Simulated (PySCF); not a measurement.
Compound: C4H7N2Si2 (doublet state).
Numbering: `[N:1]#[C:2][CH:3][CH2:4][SiH2:5][SiH2:6][C:7]#[N:8]` (hydrogens: H9 on C3; H10, H11 on C4; H12, H13 on Si5; H14, H15 on Si6)

Cartesian coordinates in Å at the GFN2-xTB level; atoms count from 1:
```
atom  x, y, z in Å
N1     4.116    0.382    0.486
C2     3.047    0.823    0.583
C3     1.784    1.338    0.672
C4     0.691    0.847   -0.158
Si5   -0.119   -0.638    0.810
Si6   -1.833   -1.502   -0.502
C7    -2.910   -0.056   -0.994
N8    -3.539    0.861   -1.272
H9     1.586    2.072    1.438
H10    1.050    0.476   -1.117
H11   -0.067    1.611   -0.325
H12   -0.575   -0.094    2.096
H13    0.949   -1.603    1.083
H14   -2.746   -2.415    0.190
H15   -1.437   -2.095   -1.783
```

The hyperfine couplings belong to this conformer and change with its torsions.

Level of theory: PySCF 2.14.0, UKS B3LYP, pcH-1 on C H N Si, non-relativistic, mean-field spin-orbit, GIAO. Isolated species at its GFN2-xTB geometry (one conformer only). Couplings are sensitive to structure, and on GFN2-xTB geometries they can be far from those on DFT ones. The SCF solution wasn't tested for stability.

Task: Predict the first-order ENDOR lines of C3, C2, C4, N1, H9, H10/H11, H14/H15, H12/H13, Si5 and Si6 under fast tumbling at B = 336.4 mT (X band).

Result: ν± = |νn ± a/2|, one line for each electron-spin manifold; νn = |g_N| × 7.62259 MHz/T × B.

```json
{"nuclei": "C3", "isotope": "13C", "g_N": "1.4048", "νn (MHz)": "3.60", "a_iso (MHz)": "65.78", "lower line (MHz)": "29.29", "upper line (MHz)": "36.49"}
{"nuclei": "C2", "isotope": "13C", "g_N": "1.4048", "νn (MHz)": "3.60", "a_iso (MHz)": "-56.13", "lower line (MHz)": "24.46", "upper line (MHz)": "31.67"}
{"nuclei": "C4", "isotope": "13C", "g_N": "1.4048", "νn (MHz)": "3.60", "a_iso (MHz)": "-24.83", "lower line (MHz)": "8.81", "upper line (MHz)": "16.02"}
{"nuclei": "N1", "isotope": "14N", "g_N": "0.4038", "νn (MHz)": "1.04", "a_iso (MHz)": "8.77", "lower line (MHz)": "3.35", "upper line (MHz)": "5.42"}
{"nuclei": "H9", "isotope": "1H", "g_N": "5.5857", "νn (MHz)": "14.32", "a_iso (MHz)": "-53.14", "lower line (MHz)": "12.25", "upper line (MHz)": "40.89"}
{"nuclei": "H10/H11", "isotope": "1H", "g_N": "5.5857", "νn (MHz)": "14.32", "a_iso (MHz)": "38.54", "lower line (MHz)": "4.95", "upper line (MHz)": "33.59"}
{"nuclei": "H14/H15", "isotope": "1H", "g_N": "5.5857", "νn (MHz)": "14.32", "a_iso (MHz)": "5.28", "lower line (MHz)": "11.68", "upper line (MHz)": "16.96"}
{"nuclei": "H12/H13", "isotope": "1H", "g_N": "5.5857", "νn (MHz)": "14.32", "a_iso (MHz)": "-3.40", "lower line (MHz)": "12.63", "upper line (MHz)": "16.02"}
{"nuclei": "Si5", "isotope": "29Si", "g_N": "-1.1106", "νn (MHz)": "2.85", "a_iso (MHz)": "-111.63", "lower line (MHz)": "52.97", "upper line (MHz)": "58.66"}
{"nuclei": "Si6", "isotope": "29Si", "g_N": "-1.1106", "νn (MHz)": "2.85", "a_iso (MHz)": "-25.15", "lower line (MHz)": "9.73", "upper line (MHz)": "15.42"}
```

The rows for 13C and 29Si, of low natural abundance, apply to labelled samples.

Task: Which pairs are centred on the nuclear Larmor frequency, and which on half the coupling?

Result: Centred on νn, since |a| < 2νn: H14/H15 and H12/H13. Centred on |a|/2 and split by 2νn: C3, C2, C4, N1, H9, H10/H11, Si5 and Si6.

Task: At what field would the lower line of N1 fall to zero frequency?

Result: Where νn = |a|/2, that is B = 4.38 MHz/(0.4038 × 7.62259 MHz/T) = 1420 mT, as far as first order holds there.

Nuclei that the bonding pattern makes equivalent are averaged, as if the motion that swaps them (rotation, inversion, ring flip) were fast. The 1H value of +5.3 MHz is a mean of couplings from -0.2 to 10.8 MHz in this one geometry, not an average over conformers. The 1H value of +38.5 MHz is a mean of couplings from 35.9 to 41.1 MHz in this one geometry, not an average over conformers.

Hardware: one thread, Arm Neoverse N1, no GPU, shared host. Cost: 2.5 min.
